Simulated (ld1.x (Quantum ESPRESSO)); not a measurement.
# Varying the TM potential for Rb (Z = 37)

Base potential:

```json
{"Element": "Rb (Z = 37)", "Generator": "ld1.x (Quantum ESPRESSO) 7.5", "Type": "norm-conserving Troullier–Martins (Kleinman–Bylander form)", "Functional": "PBE", "Relativity": "scalar-relativistic", "Frozen core": "[Ar] 3d10 4s2", "Valence charge": "7", "Reference configuration": "4p6 5s1 5p0", "Partial waves": "5s (bound): rc 4.20 bohr; 4d channel at -0.15 Ry: rc 3.95 bohr; 4p (bound): rc 2.15 bohr", "Local potential": "the p channel", "Core correction": "a·sin(br)/r model core, default radius (core density twice the valence density)"}
```

All-electron outer shells of the reference configuration (PBE, scalar-relativistic, ld1.x):

| shell | level (eV) | outermost node (bohr) | outermost maximum (bohr) |
| --- | --- | --- | --- |
| 3d | -103.96 | – | 0.39 |
| 4s | -31.89 | 0.62 | 1.25 |
| 4p | -15.96 | 0.64 | 1.42 |
| 5s | -2.23 | 1.79 | 4.38 |
| 5p | -0.75 | 2.21 | 6.21 |

Cutoffs, loose and tight: the cutoffs (Ry, on a coarse ladder) from which the occupation-weighted sum of valence levels, in a spherical-Bessel basis at the reference potential, stays within 10 and 1 mRy of its value at 400 Ry. They do not see the model core or the augmentation charge, which bear on the density cutoff. Test errors are all-electron minus pseudo excitation energies from the reference, over the configurations 4p6 5s0 5p0; 4p6 5s0.5 5p0; 4p6 5s0 5p1; 4p5 5s1 5p0. A dash means not determined; rows that change the core or the reference have their own tests. The largest error is taken over the tests solved by every variant that gives reliable tests at all: 4p6 5s0 5p0; 4p6 5s0 5p1; 4p6 5s0.5 5p0.

A true bound ghost makes a file unfit for plane-wave use even where its test errors are small: the radial tests pick states by their node count and pass the ghost by. Where a test does run into it, the solver fails or the error is huge.

The default core radius of the base comes out at 1.01 bohr.

| change | outcome | cutoff, loose | cutoff, tight | bound ghosts | largest test error (meV) |
| --- | --- | --- | --- | --- | --- |
| base | generated | 15 Ry | 30 Ry | d, s | +5.9 |
| core [Kr], valence charge 1; reference 5s1 5p0; waves now 5p (bound): rc 4.20 bohr; 4d channel at -0.15 Ry: rc 4.35 bohr; 5s (bound): rc 3.90 bohr; local potential the s channel; core correction Bessel-smoothed model core inside 2.90 bohr | generated | 6 Ry | 6 Ry | none | -7.6 |
| core correction a·sin(br)/r model core inside 1.00 bohr | generated | 15 Ry | 30 Ry | d, s | +5.9 |
| fully relativistic | generated, misses its reference levels by 0.59 eV | 15 Ry | 30 Ry | d5/2, d3/2, s | +5.8 |
| wave 4p (bound): rc 2.15 bohr becomes 4p (bound): rc 1.52 bohr | generated | 35 Ry | 80 Ry | d, s | -0.8 |
| functional PBEsol | generated | 15 Ry | 30 Ry | d, s | +4.9 |
| wave 4d channel at -0.15 Ry: rc 3.95 bohr becomes 4d channel at 4.83 Ry: rc 3.95 bohr | generated | 15 Ry | 30 Ry | d, s | +5.9 |
| local potential all-electron potential smoothed inside 1.65 bohr (lloc = -1) | generated | 15 Ry | 30 Ry | s | +3.3 |
| type ultrasoft; waves now 5s (bound): rcut 3.65, rcutus 4.20 bohr; 5s channel at 4.95 Ry: rcut 3.65, rcutus 4.20 bohr; 4p (bound): rc 2.15 bohr; 5p (bound): rc 2.15 bohr; 4d channel at -0.15 Ry: rcut 3.45, rcutus 3.95 bohr; 4d channel at 0.65 Ry: rcut 3.45, rcutus 3.95 bohr; local potential all-electron potential smoothed inside 3.90 bohr (lloc = -2); augmentation built from norm-conserving waves at rcut, not smoothed further | failed: run_pseudo: Errors in PS-KS equation | – | – | – | – |
| wave 5s (bound): rc 4.20 bohr becomes 5s (bound): rc 5.46 bohr | generated | 15 Ry | 30 Ry | d, s | -11 |
| all radii but the core radius scaled by about 0.93 (s 3.90, p 2.00, d 3.66 bohr) | generated | 25 Ry | 35 Ry | s | +4.0 |
| wave 4d channel at -0.15 Ry: rc 3.95 bohr becomes 4d channel at -0.15 Ry: rc 6.08 bohr | generated | 15 Ry | 30 Ry | s, d | +5.9 |
